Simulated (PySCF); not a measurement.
**Computed structure and properties of [Nd(H2O)4]3+**

System: [Nd(H2O)4]3+ (singlet in the valence; each metal's 4f electrons, 3 of them, lie in its core potential, out of spins and levels); start: displaced along the imaginary mode (S4). Method: PySCF 2.14.0, RKS PBE0, Nd lcecp-1-SVP with ECP49, O def2-SVP, H def2-SVP; non-relativistic Hamiltonian with scalar-relativistic core potentials where named; density fitting; no spin-orbit coupling.

Input of the relaxation:

```python
mol = gto.M(atom='''
Nd     0.00000    -0.00000     0.00000
O      1.35558     1.36747     1.35966
H      1.92728     1.07020     2.14324
H      1.52006     2.36347     1.25907
O     -1.35558    -1.35966     1.36747
H     -1.52006    -1.25907     2.36347
H     -1.92728    -2.14324     1.07020
O      1.35558    -1.36747    -1.35966
H      1.52006    -2.36347    -1.25907
H      1.92728    -1.07020    -2.14324
O     -1.35558     1.35966    -1.36747
H     -1.92728     2.14324    -1.07020
H     -1.52006     1.25907    -2.36347''',
    basis={'Nd': 'lcecp-1-SVP', 'O': 'def2-SVP', 'H': 'def2-SVP'},
    ecp={'Nd': 'lcecp-1-SVP'},
    charge=3, spin=0)
mf = dft.RKS(mol, xc='PBE0')
mf.grids.atom_grid = (50, 194)  # f atoms: unpruned, at least (60, 302)
mf = mf.density_fit()  # fitting sets: Nd AutoAux, O def2-universal-JKFIT, H def2-universal-JKFIT
mf.conv_tol = 1e-08; mf.max_cycle = 55
mf.kernel(dm0)  # dm0: converged density of the start geometry
# quasi-Newton relaxation in Cartesian coordinates to a largest gradient under 0.00045 Eh/bohr, steps kept in the point group
```

Run from Python with OMP_NUM_THREADS=2; the lines above give its settings. Where DIIS fails, smearing, a level shift and second-order steps follow.
It took 110 s on 2 threads of Arm Neoverse V1 (shared host), from the converged density of the start.

Course of the relaxation:

```
step  energy above end (eV)  largest force component within the symmetry (eV/Å)
   0                 0.2340                                               1.352
   1                 0.0311                                               0.131
   2                 0.0280                                               0.025
   3                 0.0261                                               0.100
   4                 0.0233                                               0.179
   5                 0.0180                                               0.149
   6                 0.0116                                               0.058
   7                 0.0094                                               0.072
  10                 0.0018                                               0.083
  11                 0.0007                                               0.053
  12                 0.0008                                               0.068
  13                 0.0002                                               0.021
  14                 0.0001                                               0.011
  15                 0.0000                                               0.004
```
(The steps between are left out.)

Relaxed geometry (S4):

```xyz
13

Nd    0.0000    0.0000    0.0000
O     1.4064    1.3660    1.3026
H     2.2070    1.1066    1.8113
H     1.3420    2.3343    1.4617
O    -1.4064   -1.3026    1.3660
H    -1.3420   -1.4617    2.3343
H    -2.2070   -1.8112    1.1065
O     1.4064   -1.3660   -1.3026
H     1.3420   -2.3343   -1.4617
H     2.2070   -1.1066   -1.8113
O    -1.4064    1.3026   -1.3660
H    -2.2070    1.8112   -1.1065
H    -1.3420    1.4617   -2.3343
```

```json
{"contact": "Nd1–O2 (H2O)", "Å": "2.354"}
{"contact": "Nd1–O5 (H2O)", "Å": "2.354"}
{"contact": "Nd1–O8 (H2O)", "Å": "2.354"}
{"contact": "Nd1–O11 (H2O)", "Å": "2.354"}
```

On the finer grid (75, 302):

```yaml
HOMO: -24.06 eV
LUMO: -15.36 eV
Dipole_about_the_centre_of_mass: 0.00 D
Set_of_Mulliken_populations_of_Nd1_outside_the_core_potential: s 2.13, p 6.20, d 0.82, f 0.06
D3_BJ_dispersion_energy_not_in_the_energies: -0.179 eV
```

| atom | Mulliken (e) | Löwdin (e) | spin (e) |
| --- | --- | --- | --- |
| Nd1 | 1.80 | 1.38 | 0.00 |
| O2 | -0.33 | 0.01 | 0.00 |
| H3 | 0.31 | 0.20 | 0.00 |
| H4 | 0.31 | 0.20 | 0.00 |
| O5 | -0.33 | 0.01 | 0.00 |
| H6 | 0.31 | 0.20 | 0.00 |
| H7 | 0.31 | 0.20 | 0.00 |
| O8 | -0.33 | 0.01 | 0.00 |
| H9 | 0.31 | 0.20 | 0.00 |
| H10 | 0.31 | 0.20 | 0.00 |
| O11 | -0.33 | 0.01 | 0.00 |
| H12 | 0.31 | 0.20 | 0.00 |
| H13 | 0.31 | 0.20 | 0.00 |

The 4f levels lie in the core potential and are missing. Their spin isn't counted.

On the grid (50, 194), as all that follows. Harmonic modes: a minimum within the noise of the softest modes; lowest 30 cm⁻¹ (negative: unstable), highest 3675 cm⁻¹, zero-point energy 2.672 eV.

Taking off one H2O (charge 0, singlet; the rest: singlet) in vacuum, both parts rigid, costs 3.24 eV; the small basis without counterpoise inflates it. Parting with an electron moved from the ligand to the metal can be far cheaper, even downhill.

Rigid scan of H2O along the line from its metal:

| distance to O2 (Å) | energy (eV) |
| --- | --- |
| 2.05 | 0.589 |
| 2.15 | 0.224 |
| 2.25 | 0.048 |
| 2.35 | 0.000 |
| 2.45 | 0.037 |

One start shape was tried, so this needn't be the lowest isomer.

An lcecp potential fixes the number of 4f electrons, so in runs with it no electron can move into or out of that shell.
